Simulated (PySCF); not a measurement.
# Assignment exercise: C₅H₄Cl₂O

Molfile (atoms numbered from 1):
```
C5H4Cl2O
     RDKit          3D

 12 11  0  0  0  0  0  0  0  0999 V2000
    1.6993   -1.1142    0.1808 C   0  0  0  0  0  0  0  0  0  0  0  0
    1.0717    0.0558    0.2076 C   0  0  0  0  0  0  0  0  0  0  0  0
   -0.3679    0.3001    0.1402 C   0  0  0  0  0  0  0  0  0  0  0  0
   -0.8684    1.5553    0.1817 C   0  0  0  0  0  0  0  0  0  0  0  0
    0.0740    2.9582    0.3133 Cl  0  0  0  0  0  0  0  0  0  0  0  0
   -1.2776   -0.8461    0.0250 C   0  0  0  0  0  0  0  0  0  0  0  0
   -1.0065   -2.0007   -0.0270 O   0  0  0  0  0  0  0  0  0  0  0  0
   -3.0101   -0.4162   -0.0445 Cl  0  0  0  0  0  0  0  0  0  0  0  0
    1.1852   -2.0546    0.1026 H   0  0  0  0  0  0  0  0  0  0  0  0
    2.7739   -1.1526    0.2383 H   0  0  0  0  0  0  0  0  0  0  0  0
    1.6564    0.9628    0.2884 H   0  0  0  0  0  0  0  0  0  0  0  0
   -1.9287    1.7517    0.1323 H   0  0  0  0  0  0  0  0  0  0  0  0
  1  2  2  0
  2  3  1  0
  3  4  2  0
  4  5  1  0
  3  6  1  0
  6  7  2  0
  6  8  1  0
  1  9  1  0
  1 10  1  0
  2 11  1  0
  4 12  1  0
M  END
```

One conformer, isolated molecule, non-relativistic. Shieldings: GIAO PBE0/pcSseg-1; GFN2-xTB structure; PySCF 2.14.0 with density-fitted response routines.

δ = σ(ref) − σ, references computed at the same level: TMS for 13C, 1H.

Problem. Assign these signals to the numbered atoms. 13C{1H} NMR (computed): δ 170.9, 161.3, 137.5, 133.6, 132.4.

Solution. 
170.9 → C6, carbonyl carbon
161.3 → C4, β carbon of a C=C–C=O unit: conjugation with the carbonyl draws π density from the β position
137.5 → C3, α carbon of a C=C–C=O unit: the olefinic region
133.6 → C1, terminal =CH2 carbon: an sp2 carbon of a C=C bond
132.4 → C2, alkene CH: as expected for a trigonal carbon in a double bond

C1 and C2 lie closer than the usual error of such a calculation, so a measured spectrum could show them in the other order.

Problem. Assign these signals to the numbered atoms. 1H NMR (500 MHz, computed): δ 8.18 (s, 1H), 7.17 (m, 1H), 7.04 (m, 1H), 6.07 (m, 1H).

Solution. 
| δ (ppm) | atoms | environment | reason |
| --- | --- | --- | --- |
| 8.18 | H12 | hydrogen on a β carbon of a C=C–C=O unit | – |
| 7.17 | H9 | hydrogen on a terminal =CH2 carbon | attached to an sp2 carbon and in the plane of the double bond |
| 7.04 | H11 | hydrogen on an alkene CH | attached to an sp2 carbon and in the plane of the double bond |
| 6.07 | H10 | hydrogen on a terminal =CH2 carbon | olefinic region |

Carbons that carry Cl, above all several Cl atoms, come out too deshielded, partly because spin–orbit coupling is missing. Shifts are as computed. Against solution values, carbons near 30 ppm lie about +3 ppm off and those near 130 ppm about +5 ppm; carbons on Cl a further +6 ppm. Of 1211 compounds with measured shifts, 218 miss one by over three times the rms of a fit or turn the order of signals round; such compounds aren't used in these exercises. Multiplicities follow the n + 1 count of equivalent neighbours, as no J values were calculated; m marks all less simple cases, F and P coupling included.
